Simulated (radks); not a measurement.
Question: Radial electron density D(r) = 4 pi r^2 rho(r) of an atom or ion with 3 electrons. All-electron calculation, scalar-relativistic Kohn-Sham, LDA (Slater exchange, VWN5 correlation), spin-polarised, spherical densities, finite nucleus; Fermi nuclear charge, rms radius of each element as measured or else 0.836 A^(1/3) + 0.57 fm. Program: a radial shooting solver on a logarithmic mesh with Libxc functionals.

r (bohr),D(r) (e/bohr),spin D(r)
0.02018,0.3173,0.271
0.02465,0.4483,0.383
0.0301,0.6260,0.535
0.03648,0.8506,0.727
0.04455,1.150,0.984
0.05398,1.506,1.29
0.06593,1.942,1.67
0.07989,2.405,2.07
0.09758,2.889,2.49
0.1182,3.291,2.86
0.1444,3.554,3.11
0.175,3.568,3.17
0.2137,3.274,2.98
0.259,2.715,2.56
0.3163,1.973,1.94
0.3863,1.298,1.29
0.4681,0.9413,0.754
0.5717,0.9941,0.381
0.6927,1.361,0.185
0.8461,1.777,0.0814
1.025,1.898,0.0231
1.252,1.598,-0.0160
1.517,1.047,-0.0306
1.853,0.4974,-0.0247
2.245,0.1734,-0.0122
2.743,0.03819,-0.00360
3.323,0.005571,-0.000668
4.059,0.0004172,-0.0000627

What is the nuclear charge?

Answer: Z = 6. The innermost maximum, from 1s, lies near gamma/Z bohr with gamma = sqrt(1 - (Z/c)^2) = 0.999, here 0.167 bohr (found: 0.160), and its height grows with Z. The density is that of the carbon ion C3+ in 1s1 2s2; the configuration itself is not fixed sharply by these data. D(r) has 2 maxima, at r = 0.160, 0.985 bohr, and minima at 0.503 bohr, inside which lie 1.03 electrons.
